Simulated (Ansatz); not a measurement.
Start from `[SiH3][SiH2]BCl` and change one atom or group to get `C[SiH2]BCl`.

Ansatz, PBE0-D4/def2-TZVP geometries, multiplicity 1. Each molecule was computed in one conformer, which needn't be the lowest.

```csv
property,`[SiH3][SiH2]BCl`
HOMO–LUMO gap (ωB97M-V/def2-TZVPP) / eV,9.48
HOMO energy (PBE/def2-TZVPP) / eV,-6.61
LUMO energy (PBE0/def2-TZVPP) / eV,-2.33
zero-point energy (PBE0-D4/def2-TZVP) / kJ/mol,145.0
HOMO energy (PBE0/def2-TZVPP) / eV,-7.80
LUMO energy (B3LYP/def2-TZVPP) / eV,-2.49
```

What does the change do to each property? (Estimate.)

The calculation gave: 
```tsv
property	`C[SiH2]BCl`	shift
HOMO–LUMO gap (ωB97M-V/def2-TZVPP) / eV	9.82	0.34
HOMO energy (PBE/def2-TZVPP) / eV	-6.50	0.11
LUMO energy (PBE0/def2-TZVPP) / eV	-2.12	0.21
zero-point energy (PBE0-D4/def2-TZVP) / kJ/mol	175.9	30.9
HOMO energy (PBE0/def2-TZVPP) / eV	-7.76	0.04
LUMO energy (B3LYP/def2-TZVPP) / eV	-2.29	0.20
```

B3LYP here is the variant with VWN-RPA as its local correlation; programs differ in this.
